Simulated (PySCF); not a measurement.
C3H10BeOSi, SMILES C[CH](C)[Be][O][SiH3] (GFN2-xTB optimised geometry):

```
16

Be    -1.321    -1.548    -2.593
C     -1.850    -2.302    -4.077
C     -3.148    -1.687    -4.630
C     -2.067    -3.818    -3.931
H     -1.119    -2.197    -4.889
H     -3.440    -2.181    -5.559
H     -3.967    -1.796    -3.923
H     -3.021    -0.627    -4.838
H     -1.151    -4.317    -3.626
H     -2.390    -4.251    -4.880
H     -2.833    -4.035    -3.189
O     -0.916    -0.953    -1.391
Si    -0.455    -0.266     0.000
H     -1.008    -1.089     1.076
H     -1.008     1.089     0.000
H      1.008    -0.266     0.000
```

Method: PBE0/def2-TZVP (PySCF).

### Question
What are the frontier orbital energies and the dipole moment?

### Answer
HOMO-2 -8.84 eV, HOMO-1 -8.83 eV, HOMO -7.48 eV, LUMO -0.28 eV, LUMO+1 0.67 eV; dipole moment 0.27 D.

On the same geometry PBE/def2-TZVP (PySCF 2.14.0) gives HOMO-2 -7.43 eV, HOMO-1 -7.41 eV, HOMO -6.21 eV, LUMO -1.00 eV, LUMO+1 -0.16 eV; dipole moment 0.29 D.

Meta-Löwdin charges at PBE0/def2-TZVP: Be1 1.30, C2 -0.58, C3 -0.34, C4 -0.34, H5 0.10, H6 0.10, H7 0.10, H8 0.11, H9 0.11, H10 0.10, H11 0.10, O12 -1.17, Si13 0.78, H14 -0.12, H15 -0.12, H16 -0.12.
